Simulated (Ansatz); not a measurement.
```yaml
crystal:
  periodic: [false, false, false]
  atoms:
    - {symbol: C, position_ang: [-2.853226, 0.724691, -0.351529]}
    - {symbol: O, position_ang: [-1.707156, -0.160826, -0.026091]}
    - {symbol: Al, position_ang: [0.036973, 0.060373, -0.099500]}
    - {symbol: O, position_ang: [0.903449, -1.532243, 0.317307]}
    - {symbol: C, position_ang: [0.667733, -2.815922, 0.455550]}
    - {symbol: O, position_ang: [0.906669, 1.407549, -0.332169]}
    - {symbol: C, position_ang: [2.158000, 2.000697, -0.233204]}
    - {symbol: H, position_ang: [-3.441009, 1.169021, 0.527923]}
    - {symbol: H, position_ang: [-2.458596, 1.796153, -0.577204]}
    - {symbol: H, position_ang: [-3.155081, 0.362467, -1.232705]}
    - {symbol: H, position_ang: [-0.436249, -3.044277, 0.566002]}
    - {symbol: H, position_ang: [0.971099, -3.412074, -0.111824]}
    - {symbol: H, position_ang: [0.991933, -3.030911, 1.465973]}
    - {symbol: H, position_ang: [2.832486, 1.020935, -0.045194]}
    - {symbol: H, position_ang: [2.217004, 2.671823, 0.731115]}
    - {symbol: H, position_ang: [2.445994, 2.330151, -1.126820]}
basis:
  gaussian: {orbitals: def2-mTZVPP}
hamiltonian: {xc: {name: wB97}}
accuracy: high
relax: {f_tol: 0.001, max_steps: 1}
```

```sh
$ ansatz run in.yaml --threads 2 --pin off --events-out ev --progress --plain --max-ram 32768MiB --backend cuda --devices 0, --max-vram 18GiB
```

It prints (some lines left out):

```
Functional definition: wB97
4619 factors; integrals over basis functions are off by at most 2.2e-9 eV
1015 factors; integrals over basis functions are off by at most 8.3e-10 eV
mean field evaluation 1: about -15987.0480 eV, gradient 7.8e1 eV
mean field evaluation 2: about -15985.2333 eV, gradient 8.8e1 eV
mean field evaluation 4: about -15997.2222 eV, gradient 2.6e0 eV
mean field evaluation 8: about -15997.2361 eV, gradient 3.1e-1 eV
mean field evaluation 16: about -15997.2363 eV, gradient 3.0e-4 eV
mean field -15997.23631784 eV, -587.8875913645 hartree, gradient 5.7e-8 eV, S^2 0.000000; 0 other end points of the search recorded, 0 dependent functions left out
reference -15997.23631651 eV, -587.8875913155 hartree; 32, 32 occupied and 164, 164 virtual orbitals, 4619 factors
relax step   1: F+E_penalty+E_count = -15997.23631784 eV  Δ(F+E_penalty+E_count) = +0.000e0 eV  max|allowed force component| = 1.115e1 eV/Å  Δτ_max = 0.0000 Å  (37 SCF iters, accepted)
Error: geometry relaxation did not converge after 1 steps: max|allowed force component| = 1.11e1 eV/Å (threshold 1.0e-3). Raise `relax.max_steps` over both its present limit and 1, loosen `relax.f_tol`, or start from a geometry closer to equilibrium. Where this run's directory can be resumed (`checkpoint.write`), a resume goes on for up to `relax.max_steps` more
```

In this input the relaxation is allowed too few steps for its threshold. No converged result was reached.
